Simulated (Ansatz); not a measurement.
This geometry of BH3O + BrH (7 atoms, charge 0, multiplicity 1) is a first-order saddle point.

Level of theory: Ansatz 0.2.0, RKS PBE0-D4/def2-SVP.

```xyz
7
Properties=species:S:1:pos:R:3
B 0.023 0.029 0.177
O -0.094 -0.085 1.637
H -1.010 -0.237 1.904
H 1.132 -0.144 -0.245
H -0.978 -0.157 -0.466
Br 0.117 2.439 0.530
H 0.057 1.210 1.605
```

**Question.** Which two structures does it join? (They come from a converged band through this point; their orientation in space is the band's.)

**Answer.** Bonds broken: Br6–H7. Bonds formed: B1–Br6, O2–H7. BH3O + BrH becomes BBrH4O.

Initial state:

```xyz
7
Properties=species:S:1:pos:R:3
B -0.127 -0.494 -0.029
O -0.478 0.194 1.083
H -1.125 -0.253 1.640
H 0.682 0.028 -0.755
H -0.619 -1.578 -0.251
Br 0.721 3.229 1.882
H 0.193 1.929 1.570
```

Final state:

```xyz
7
Properties=species:S:1:pos:R:3
B -0.001 0.359 0.058
O -0.154 -0.113 1.614
H -1.030 0.179 1.914
H 1.135 0.064 -0.230
H -0.909 -0.198 -0.511
Br -0.270 2.352 0.164
H 0.478 0.414 2.131
```

**Question.** How far does it lie above each of them?

**Answer.** 17.3 kcal/mol above the first and 17.0 kcal/mol above the second. This is the barrier of this one path; another mechanism may lie lower. The orbitals stay closed-shell, which can raise the energy where a bond breaks towards radicals; this wasn't checked here.

Time of the run: 3.7 min on 2 threads of Arm Neoverse V1, on a shared host, peak memory 0.16 GiB.
